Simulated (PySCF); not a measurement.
Compound: C7H12PSi (charge -1).
Atom-mapped SMILES: `[CH3:1][CH2:2][c:3]1[p-:4][cH:5][c:6]([SiH3:7])[c:8]1[CH3:9]` (hydrogens: H10, H11, H12 on C1; H13, H14 on C2; H15 on C5; H16, H17, H18 on Si7; H19, H20, H21 on C9)

Structure used (PBE0-D3(BJ)/def2-SVP), in Å, numbered top down from 1:
```xyz
21
C7H12PSi angstrom
C      3.0921   -0.0430   -0.0024
C      2.2701   -1.0056    0.8548
C      0.8668   -0.5348    1.1181
P      0.3789    0.2643    2.6263
C     -1.2395    0.4742    1.9977
C     -1.3967   -0.0500    0.6980
Si    -2.9961    0.0156   -0.2014
C     -0.1847   -0.6222    0.1999
C     -0.0644   -1.2265   -1.1712
H      3.1301    0.9480    0.4770
H      2.6308    0.0939   -0.9937
H      4.1278   -0.3973   -0.1548
H      2.2607   -1.9990    0.3638
H      2.7920   -1.1553    1.8165
H     -2.0590    0.9455    2.5499
H     -2.9774    0.7392   -1.5306
H     -4.0404    0.7212    0.6217
H     -3.6107   -1.3209   -0.5607
H      0.6987   -2.0226   -1.2031
H      0.2203   -0.4871   -1.9452
H     -1.0142   -1.6791   -1.5060
```

Level: PBE0/pcSseg-1 in PySCF, non-relativistic, on one gas-phase PBE0-D3(BJ)/def2-SVP geometry that isn't relaxed in the solvent. The solvent is an IEF-PCM continuum (cavity from Bondi-type radii × 1.2). Only the electrostatic response of the medium enters.

Gas phase at PBE0/pcSseg-1: HOMO -0.84 eV, LUMO 4.55 eV.

**Question.** What does the continuum do to the energy and the frontier levels at PBE0/pcSseg-1 in cyclohexane and dichloromethane?

**Answer.** 
| solvent | ε | E(solvent) − E(gas) (kJ/mol) | polarisation term (kJ/mol) | distortion of the solute (kJ/mol) | HOMO (eV) | LUMO (eV) |
| --- | --- | --- | --- | --- | --- | --- |
| cyclohexane | 2.017 | -98.12 | -99.99 | 1.87 | -2.84 | 2.78 |
| dichloromethane | 8.93 | -182.66 | -192.51 | 9.85 | -4.50 | 1.18 |

Polarisation term: ½ Σ q·V over the induced surface charges. Distortion: the rise of the solute's own energy as its density leaves the gas-phase optimum. From cyclohexane to dichloromethane the lowering changes by a factor 1.86, Born's factor 1 − 1/ε by 1.76 and ε itself by 4.4.

**Question.** Which radius a makes Born's formula ΔE = −(q²/2a)(1 − 1/ε) give the value in dichloromethane?

**Answer.** a = q²(1 − 1/ε)/(2|ΔE|) = 3.38 Å, with q = -1 e and |ΔE| = 0.0696 Eh; the farthest nucleus lies 4.35 Å from the centroid of the nuclei. The formula assumes a point charge at the centre of a sphere.

**Question.** Which ESP-fitted charges (PBE0/pcSseg-1) respond most in cyclohexane (means over atoms taken as equivalent)?

**Answer.** 
```json
{"atoms": "P4", "environment": "phosphorus bonded to 2 C", "gas (e)": "-0.475", "solvent (e)": "-0.516", "change": "-0.041"}
{"atoms": "C2", "environment": "benzylic-type carbon", "gas (e)": "+0.321", "solvent (e)": "+0.297", "change": "-0.024"}
{"atoms": "C9", "environment": "benzylic-type carbon", "gas (e)": "-0.797", "solvent (e)": "-0.813", "change": "-0.016"}
{"atoms": "C6", "environment": "substituted aromatic carbon", "gas (e)": "-0.416", "solvent (e)": "-0.427", "change": "-0.011"}
{"atoms": "H13/H14", "environment": "methylene hydrogen", "gas (e)": "-0.052", "solvent (e)": "-0.041", "change": "+0.011"}
{"atoms": "H19/H20/H21", "environment": "methyl hydrogen", "gas (e)": "+0.188", "solvent (e)": "+0.199", "change": "+0.011"}
{"atoms": "H16/H17/H18", "environment": "Si–H hydrogen", "gas (e)": "-0.142", "solvent (e)": "-0.134", "change": "+0.008"}
{"atoms": "H15", "environment": "aromatic hydrogen", "gas (e)": "+0.146", "solvent (e)": "+0.154", "change": "+0.008"}
```

**Question.** Which Mayer bond orders change most in cyclohexane?

**Answer.** 
```tsv
bond	length (Å)	gas	solvent	change
C6–Si7	1.836	1.017	1.005	-0.012
P4–C5	1.749	1.315	1.306	-0.009
Si7–H16	1.514	0.897	0.903	+0.006
Si7–H18	1.514	0.894	0.900	+0.006
C2–C3	1.503	1.075	1.071	-0.004
C5–C6	1.410	1.407	1.411	+0.004
Si7–H17	1.505	0.938	0.941	+0.003
C1–C2	1.529	1.028	1.031	+0.003
```

Time: 44 s wall; peak memory 1.3 GiB. Hardware: an Arm Neoverse V1 with one thread, shared host with 64 logical CPUs at a one-minute load of 23. This is the whole shielding run at PBE0/pcSseg-1 in dichloromethane, SCF included.
